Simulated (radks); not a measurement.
Values are calculated unless marked as measured or tabulated.
The mean radii <r> (bohr) of the occupied orbitals of an atom or ion are listed with their occupations. Code: a radial shooting solver on a logarithmic mesh with Libxc functionals. Model: non-relativistic Kohn-Sham, revPBE, spin-polarised, spherical densities, point nucleus.

| orbital | occ. | <r> |
|---|---|---|
| 1s up | 1 | 0.1999 |
| 1s down | 1 | 0.1991 |
| 2s up | 1 | 1.072 |
| 2s down | 1 | 1.113 |
| 2p up | 3 | 1.085 |

Name the element and its charge. Open shells, if any, are filled with parallel spins first.

Answer. Z = 8, oxygen, charge +1: O+ in [He] 2s2 2p3. The 1s radius gives Z: for a bare nucleus <r> = 1.5/Z, 0.1875 bohr for Z = 8, and screening makes it slightly larger (0.1999 here). The occupations add up to 7, and the charge is Z minus that.
